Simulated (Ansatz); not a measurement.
A search over several starts for the lowest SCF solution of Pd4⁺ at the given spin, in a small basis.

```yaml
crystal:
  periodic: [false, false, false]
  atoms:
    - {symbol: Pd, position_ang: [-1.053291, 0.459794, -1.100074]}
    - {symbol: Pd, position_ang: [1.031974, 1.179961, 0.271670]}
    - {symbol: Pd, position_ang: [-0.764118, -0.358130, 1.349552]}
    - {symbol: Pd, position_ang: [0.785435, -1.281625, -0.521148]}
basis:
  gaussian: {orbitals: def2-SVP, initial_orbitals: start.molden}
total_charge: 1
magnetization: {spin_polarized: true, initial_magnetization: 1}
hamiltonian: {xc: pbe0, dispersion: d4}
output: {orbitals: {seedname: orbitals}}
```

The file start.molden holds the orbitals of an earlier run on this structure, at another level or in another basis.

```sh
$ ansatz run in.yaml --threads 2 --pin off --events-out ev --progress --plain --max-ram 4352MiB
```

It prints (some lines left out):

```
Functional definition: PBE0
1328 factors; integrals over basis functions are off by at most 1.7e-4 eV
mean field evaluation 1: about -13911.1071 eV, gradient 2.2e0 eV
mean field evaluation 2: about -13911.1375 eV, gradient 4.6e-2 eV
mean field evaluation 4: about -13911.3379 eV, gradient 3.0e-3 eV
mean field evaluation 8: about -13911.3379 eV, gradient 4.3e-5 eV
mean field evaluation 16: about -13872.5606 eV, gradient 8.5e1 eV
mean field evaluation 32: about -13911.2514 eV, gradient 1.2e-1 eV
mean field evaluation 64: about -13879.3971 eV, gradient 3.9e1 eV
mean field evaluation 96: about -13835.0606 eV, gradient 3.9e1 eV
mean field evaluation 128: about -13866.9972 eV, gradient 3.9e1 eV
mean field evaluation 160: about -13892.8048 eV, gradient 4.3e1 eV
mean field evaluation 192: about -13855.0953 eV, gradient 3.8e1 eV
mean field evaluation 224: about -13891.8265 eV, gradient 4.4e1 eV
mean field evaluation 256: about -13897.3594 eV, gradient 4.5e1 eV
mean field evaluation 288: about -13911.3373 eV, gradient 6.7e-2 eV
mean field evaluation 320: about -13907.5114 eV, gradient 2.0e1 eV
mean field evaluation 352: about -13907.5591 eV, gradient 2.0e1 eV
mean field evaluation 384: about -13911.2328 eV, gradient 8.4e-1 eV
mean field evaluation 416: about -13903.7838 eV, gradient 3.8e1 eV
mean field evaluation 448: about -13911.3241 eV, gradient 3.6e-1 eV
mean field evaluation 480: about -13911.3220 eV, gradient 1.5e0 eV
mean field -13911.33794772 eV, -511.2322401351 hartree, gradient 1.6e-6 eV, S^2 1.781326; 15 other end points of the search recorded, 0 dependent functions left out
reference -13911.33800748 eV, -511.2322423313 hartree; 36, 35 occupied and 88, 89 virtual orbitals, 1328 factors
Total energy: -13911.53083939 eV, -511.2393287735 hartree
```

Hardware: 2 threads of Intel Xeon Platinum 8259CL on a shared host. Wall time 3.4 min, peak host memory 0.69 GiB.

In the def2 sets Pd takes a core potential; there is no spin–orbit coupling. The charge 1 doublet is spin-contaminated (final ⟨S²⟩ up to 1.78, 0.75 for a pure state). At PBE0-D4/def2-TZVP a quartet of charge 1 lies 0.42 eV below the doublet at the same geometry. The structure comes from a short search, and lower isomers may exist.
